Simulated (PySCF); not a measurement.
**Working out the ionisation energy of Ta**

Ta [Xe] 4f14 5d3 6s2 (4F) → Ta⁺ [Xe] 4f14 5d3 6s1 (5F). Computed with PySCF 2.14 in ANO-RCC-VTZP, with the spin-free X2C one-electron Hamiltonian (Gaussian nucleus). Frozen: [Xe] 4f14. Energies in hartree (1 hartree = 27.21139 eV):

| part | Ta (lower) | Ta⁺ (upper) |
| --- | --- | --- |
| UHF | -15599.466849 | -15599.255244 |
| CCSD correlation | -0.076905 | -0.028981 |
| (T) | -0.003649 | -0.000268 |

**Question.** What does Hartree-Fock give?

**Answer.** (-15599.255244) − (-15599.466849) = 0.211605 hartree = 5.758 eV.

**Question.** What do CCSD and CCSD(T) give?

**Answer.** The CCSD correlation energies differ by 0.047924 hartree = 1.304 eV and the triples by 0.003381 hartree = 0.092 eV, so CCSD gives 7.062 eV and CCSD(T) 7.154 eV.

Measured between the centres of the two terms (NIST): 7.573 eV, so CCSD(T) (valence) is off by -0.419 eV.

What remains against the reference includes basis incompleteness, the frozen core and higher excitations.
